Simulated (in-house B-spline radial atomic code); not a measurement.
RPA and G0W0 for Cd2+, [Kr] 4d10, as one setting changes: the highest l of the empty states. Start: PBE0. A dash marks a level of low quasi-particle weight. Computed with a B-spline radial code for spherical atoms: all electrons, scalar-relativistic (spin-free one-electron X2C), finite nucleus, each spin shell either full or empty, empty states to the listed l with an (l + 1/2)⁻⁴ tail; G0W0 by contour deformation at full frequency.

| highest l of the empty states | RPA summed (Eh) | RPA extrapolated (Eh) | G0W0 level (eV) |
| --- | --- | --- | --- |
| 4 | -2.9921 | -3.5341 | 4d -37.66 |
| 5 | ? | ? | ? |
| 6 | -3.359 | -3.5668 | 4d -37.91 |
| 7 | -3.4239 | -3.5563 | 4d -37.94 |
| 8 | -3.4593 | -3.5433 | 4d -37.92 |
| 9 | ? | ? | ? |
| 10 | -3.4934 | -3.5331 | 4d -37.91 |
| 11 | -3.502 | -3.5309 | 4d -37.91 |

(1) What belongs in the row for 9?

(2) What belongs in the row for 5?

Answers

(1) RPA summed (Eh): -3.4802; RPA extrapolated (Eh): -3.5368; G0W0 level (eV): 4d -37.91.

(2) RPA summed (Eh): -3.2381; RPA extrapolated (Eh): -3.5806; G0W0 level (eV): 4d -37.92.
